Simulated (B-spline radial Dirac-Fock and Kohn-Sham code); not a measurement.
**Kr⁴⁺: scattering cross sections and density moments**

System: Kr⁴⁺ in the configuration [Ar] 3d10 4s2 4p2.

Input of the calculation (task.json; shells as n, l, electrons):

```json
{"items": [{
  "Z": 36,
  "q": 4,
  "cfg": [[1, 0, 2], [2, 0, 2], [2, 1, 6], [3, 0, 2], [3, 1, 6], [3, 2, 10], [4, 0, 2], [4, 1, 2]],
  "A": 84,
  "rrms": 4.1884,
  "do": ["scatter"],
  "s": [0.0, 0.05, 0.1, 0.15, 0.2, 0.25, 0.3, 0.35, 0.4, 0.45, 0.5, 0.6, 0.7, 0.8, 0.9, 1.0, 1.1, 1.2, 1.4, 1.6, 1.8, 2.0, 2.5, 3.0, 3.5, 4.0, 5.0, 6.0],
  "pz": [0, 0.1, 0.15, 0.21, 0.31, 0.45, 0.65, 0.94, 1.4, 2.0, 2.9, 4.2, 6.1, 8.9, 13.0, 19.0, 27.0, 40.0, 58.0, 84.0, 120.0],
  "hv_scatter": [1000, 2000, 5000, 10000, 17479.3, 50000, 100000, 500000]
}]}
```

Launch: `python xray_run.py task.json out`

Method: configuration-average Dirac-Fock orbitals. Computed with a B-spline atomic structure program.

```
Sum of ⟨r⟩                          : 17.30 bohr
Sum of ⟨r²⟩                         : 17.22 bohr²
Sum of ⟨1/r⟩                        : 185.14 per bohr
Langevin diamagnetic susceptibility : -13.6 × 10⁻⁶ cm³/mol
Lamb shielding (α²/3)Σ⟨1/r⟩         : 3286 ppm
```

Coherent scattering is the Thomson cross section weighted by f₀², without anomalous dispersion; incoherent scattering is Klein-Nishina weighted by S. The Lamb formula is the non-relativistic shielding expression. Electron correlation is left out.

| hν (keV) | coherent (b) | incoherent (b) | incoherent per electron (b) |
| --- | --- | --- | --- |
| 1 | 664.3 | 0.3128 | 0.00978 |
| 2 | 619.8 | 1.083 | 0.0338 |
| 5 | 447.2 | 3.730 | 0.117 |
| 10 | 254.9 | 7.094 | 0.222 |
| 17.4793 | 128.3 | 10.39 | 0.325 |
| 50 | 27.04 | 14.49 | 0.453 |
| 100 | 8.211 | 14.36 | 0.449 |
| 500 | 0.3922 | 9.161 | 0.286 |

Incoherent scattering overtakes coherent scattering between 50 and 100 keV.
